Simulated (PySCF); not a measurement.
Input for PySCF: R-HF/3-21G on CH6ClN (a complex), monomers drawn apart or pushed together.

```python
from pyscf import gto, scf, dft, mp
from pyscf.data.elements import chemcore

mol = gto.M(
    atom='''
    Cl    0.01282134   -0.03239786    0.03733617
    H    -0.19402294    0.39193643   -1.15764732
    C    -0.18768639    0.56456699    3.22754444
    N     0.36186478   -0.70412611    2.75300653
    H    -1.20554574    0.67606226    2.85124218
    H     0.39889647    1.38549832    2.81272771
    H    -0.21286037    0.68086669    4.31956952
    H    -0.17445844   -1.48756728    3.10481109
    H     1.31612223   -0.82788159    3.06799051
    ''',
    basis='3-21g',
    charge=0, spin=0, verbose=3, max_memory=1800)
mf = scf.RHF(mol)
mf.conv_tol = 1e-8
mf.max_cycle = 100
mf.kernel()
if not mf.converged:
    mf = mf.newton().run(mf.mo_coeff, mf.mo_occ)
```

It printed:

```
converged SCF energy = -552.547955636678
```

The calculation finished and met its thresholds.

Cost: about 0.18 core-seconds (a rough figure).
